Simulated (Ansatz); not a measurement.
# Molecular dynamics of F₃HOTi

Input file:

```yaml
crystal:
  periodic: [false, false, false]
  atoms:
    - { symbol: Ti, position_ang: [-0.030285, -0.02591, -0.025384] }
    - { symbol: F, position_ang: [0.033299, -0.048429, 1.727379] }
    - { symbol: O, position_ang: [1.612132, -0.135529, -0.685982] }
    - { symbol: H, position_ang: [2.337968, -0.783371, -0.670088] }
    - { symbol: F, position_ang: [-0.772586, 1.457525, -0.590288] }
    - { symbol: F, position_ang: [-0.966828, -1.416386, -0.539838] }
basis:
  gaussian: { orbitals: def2-SVP }
hamiltonian:
  xc: pbe
md:
  timestep: 0.25
  n_steps: 100
  ensemble: nve
  temperature: 300.0
  initial_velocities: maxwell_boltzmann
  seed: 467303
```

Run as:

```bash
$ ansatz run input.yaml --threads 1 --pin off --max-ram 2048MiB --backend cpu --events-out ev --progress --plain --runs-dir out
```

It starts from a relaxed structure.

Output, in part (one step line in 4, the closing report, with atoms numbered from 0):

```
md step     0: t =     0.00 fs  T =   300.0 K  F+E_penalty+E_count = -33310.47190609 eV  E_kin = 0.155112 eV  conserved = -33310.31679410 eV  (28 SCF iters)
md step     4: t =     1.00 fs  T =   298.0 K  F+E_penalty+E_count = -33310.47089159 eV  E_kin = 0.154101 eV  conserved = -33310.31679088 eV  (24 SCF iters)
md step     8: t =     2.00 fs  T =   293.6 K  F+E_penalty+E_count = -33310.46859014 eV  E_kin = 0.151804 eV  conserved = -33310.31678661 eV  (25 SCF iters)
md step    12: t =     3.00 fs  T =   288.5 K  F+E_penalty+E_count = -33310.46594991 eV  E_kin = 0.149162 eV  conserved = -33310.31678772 eV  (25 SCF iters)
md step    16: t =     4.00 fs  T =   282.3 K  F+E_penalty+E_count = -33310.46274366 eV  E_kin = 0.145952 eV  conserved = -33310.31679159 eV  (24 SCF iters)
md step    20: t =     5.00 fs  T =   273.4 K  F+E_penalty+E_count = -33310.45815374 eV  E_kin = 0.141363 eV  conserved = -33310.31679064 eV  (25 SCF iters)
md step    24: t =     6.00 fs  T =   262.3 K  F+E_penalty+E_count = -33310.45242384 eV  E_kin = 0.135639 eV  conserved = -33310.31678495 eV  (25 SCF iters)
md step    28: t =     7.00 fs  T =   251.5 K  F+E_penalty+E_count = -33310.44680797 eV  E_kin = 0.130025 eV  conserved = -33310.31678304 eV  (24 SCF iters)
md step    32: t =     8.00 fs  T =   241.7 K  F+E_penalty+E_count = -33310.44174643 eV  E_kin = 0.124960 eV  conserved = -33310.31678685 eV  (25 SCF iters)
md step    36: t =     9.00 fs  T =   231.4 K  F+E_penalty+E_count = -33310.43645272 eV  E_kin = 0.119664 eV  conserved = -33310.31678830 eV  (25 SCF iters)
md step    40: t =    10.00 fs  T =   220.2 K  F+E_penalty+E_count = -33310.43063056 eV  E_kin = 0.113847 eV  conserved = -33310.31678402 eV  (25 SCF iters)
md step    44: t =    11.00 fs  T =   209.7 K  F+E_penalty+E_count = -33310.42521943 eV  E_kin = 0.108439 eV  conserved = -33310.31678054 eV  (25 SCF iters)
md step    48: t =    12.00 fs  T =   201.5 K  F+E_penalty+E_count = -33310.42099014 eV  E_kin = 0.104207 eV  conserved = -33310.31678305 eV  (26 SCF iters)
md step    52: t =    13.00 fs  T =   194.6 K  F+E_penalty+E_count = -33310.41739643 eV  E_kin = 0.100609 eV  conserved = -33310.31678737 eV  (26 SCF iters)
md step    56: t =    14.00 fs  T =   187.1 K  F+E_penalty+E_count = -33310.41349976 eV  E_kin = 0.096713 eV  conserved = -33310.31678642 eV  (26 SCF iters)
md step    60: t =    15.00 fs  T =   179.3 K  F+E_penalty+E_count = -33310.40950655 eV  E_kin = 0.092724 eV  conserved = -33310.31678208 eV  (26 SCF iters)
md step    64: t =    16.00 fs  T =   173.2 K  F+E_penalty+E_count = -33310.40633408 eV  E_kin = 0.089551 eV  conserved = -33310.31678268 eV  (25 SCF iters)
md step    68: t =    17.00 fs  T =   168.4 K  F+E_penalty+E_count = -33310.40383343 eV  E_kin = 0.087045 eV  conserved = -33310.31678803 eV  (26 SCF iters)
md step    72: t =    18.00 fs  T =   162.6 K  F+E_penalty+E_count = -33310.40083708 eV  E_kin = 0.084047 eV  conserved = -33310.31678962 eV  (25 SCF iters)
md step    76: t =    19.00 fs  T =   155.1 K  F+E_penalty+E_count = -33310.39696843 eV  E_kin = 0.080183 eV  conserved = -33310.31678578 eV  (26 SCF iters)
md step    80: t =    20.00 fs  T =   147.5 K  F+E_penalty+E_count = -33310.39304391 eV  E_kin = 0.076260 eV  conserved = -33310.31678356 eV  (26 SCF iters)
md step    84: t =    21.00 fs  T =   140.7 K  F+E_penalty+E_count = -33310.38954182 eV  E_kin = 0.072755 eV  conserved = -33310.31678688 eV  (26 SCF iters)
md step    88: t =    22.00 fs  T =   133.3 K  F+E_penalty+E_count = -33310.38572667 eV  E_kin = 0.068936 eV  conserved = -33310.31679052 eV  (26 SCF iters)
md step    92: t =    23.00 fs  T =   123.8 K  F+E_penalty+E_count = -33310.38080837 eV  E_kin = 0.064019 eV  conserved = -33310.31678894 eV  (26 SCF iters)
md step    96: t =    24.00 fs  T =   113.2 K  F+E_penalty+E_count = -33310.37529550 eV  E_kin = 0.058511 eV  conserved = -33310.31678408 eV  (25 SCF iters)
md step   100: t =    25.00 fs  T =   103.4 K  F+E_penalty+E_count = -33310.37022606 eV  E_kin = 0.053441 eV  conserved = -33310.31678477 eV  (30 SCF iters)
Total energy: -33310.37032613 eV, -1224.1335309054 hartree
Atom 0 at    -0.021022    -0.092110    -0.001328 Å, force    -0.239079     0.658807    -0.093868 eV/Å
Atom 1 at     0.045680     0.068418     1.759803 Å, force    -0.008993    -0.380296    -0.352916 eV/Å
Atom 2 at     1.611534    -0.045434    -0.714997 Å, force    -0.243569    -0.229854     0.148914 eV/Å
Atom 3 at     2.376542    -0.633426    -0.625717 Å, force     0.251439    -0.122303    -0.020476 eV/Å
Atom 4 at    -0.729915     1.395305    -0.566035 Å, force    -0.108109     0.026108    -0.008278 eV/Å
Atom 5 at    -1.046763    -1.388048    -0.635046 Å, force     0.348312     0.047538     0.326624 eV/Å
Dipole moment:     0.452813    -0.318804     0.001345 e Å
```

All steps were run. The conserved energy stayed within 0.0022 meV per atom of its start (net change 0.0015 meV per atom), so the integration is sound. A run of 0.025 ps of so small a system gives no equilibrium averages.

The same pairs are bonded in the first frame and the last. Pairs count as bonded within 1.25 times the sum of covalent radii (0.12 Å more for H–H).

Last frame:

```xyz
6
Properties=species:S:1:pos:R:3
Ti -0.021 -0.092 -0.001
F 0.046 0.068 1.760
O 1.611 -0.045 -0.715
H 2.377 -0.633 -0.626
F -0.730 1.395 -0.566
F -1.047 -1.388 -0.635
```

Run time: 5.5 min on 1 thread of Arm Neoverse V1, with other jobs on the host, peak memory 0.13 GiB.
